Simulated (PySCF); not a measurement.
Excited states of Sb³⁺ (antimony, charge +3)

Ground state [Kr] 4d10 5s2, ¹S. Computed with PySCF 2.14 in aug-cc-pVDZ-PP with one added diffuse shell each of s, p, d type with ECP28MDF (6s5p4d, 41 functions), with a scalar-relativistic core potential. Vertical excitation energies in eV without spin-orbit coupling; excited terms of each kind are numbered among those the solver found. Frozen: 4s2 4p6.

```json
{"term": "1 3P°", "leading excitation": "5s → p", "EOM-EE-CCSD": "8.081"}
{"term": "1 1P°", "leading excitation": "5s → p", "EOM-EE-CCSD": "12.181"}
{"term": "1 3D", "leading excitation": "5s → d", "EOM-EE-CCSD": "21.746"}
{"term": "1 3S", "leading excitation": "5s → s", "EOM-EE-CCSD": "22.678"}
{"term": "1 1S", "leading excitation": "5s → s", "EOM-EE-CCSD": "23.360"}
{"term": "1 1D", "leading excitation": "5s → d", "EOM-EE-CCSD": "24.362"}
{"term": "2 3P°", "leading excitation": "5s → p", "EOM-EE-CCSD": "26.239"}
{"term": "2 1P°", "leading excitation": "5s → p", "EOM-EE-CCSD": "26.604"}
{"term": "2 3D", "leading excitation": "5s → d", "EOM-EE-CCSD": "30.952"}
{"term": "2 1D", "leading excitation": "5s → d", "EOM-EE-CCSD": "31.318"}
{"term": "1 3F°", "leading excitation": "4d → p", "EOM-EE-CCSD": "35.911"}
```

The spin-orbit splitting of the hole, absent here, rivals or exceeds the spacing of these terms, so the LS terms are model states.

Only the lower part of the computed list is shown. Doubly excited terms such as np² are absent. The solver can miss terms.
